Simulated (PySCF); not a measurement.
System: CH$_{4}$NO, net charge 1, singlet state. It need not be the lowest isomer of its formula. 
Coordinates optimised at B3LYP-D3(BJ)/def2-TZVP (Ansatz):
SMILES: O=C[NH3+]
```xyz
7

N     -1.1103     0.1667    -0.1510
C      0.4571     0.3259    -0.0454
O      1.0813    -0.6051     0.2679
H     -1.3527    -0.8011     0.0899
H     -1.5926     0.8042     0.4931
H      0.7656     1.3468    -0.2946
H     -1.4409     0.3691    -1.1016
```
Charge +1, spin multiplicity 1.

Dispersion corrections to the total energy (kcal/mol) from the dftd3 and dftd4 libraries through PySCF: D3(BJ) without and D4 with the three-body term, each with the damping fitted for the functional named.

```json
[
 {"functional": "HF", "D3(BJ)": "-19.23", "D4": "[?]"},
 {"functional": "TPSSh", "D3(BJ)": "-2.20", "D4": "-1.62"},
 {"functional": "BP86", "D3(BJ)": "-2.86", "D4": "-1.65"},
 {"functional": "BLYP", "D3(BJ)": "[?]", "D4": "-3.10"},
 {"functional": "PBE", "D3(BJ)": "[?]", "D4": "-1.32"},
 {"functional": "r2SCAN", "D3(BJ)": "-0.51", "D4": "-0.31"},
 {"functional": "PW6B95", "D3(BJ)": "-0.81", "D4": "-1.17"}
]
```

Problem. Fill in the missing entries.

Solution. 
- HF, D4: -5.74
- BLYP, D3(BJ): -4.20
- PBE, D3(BJ): -2.04
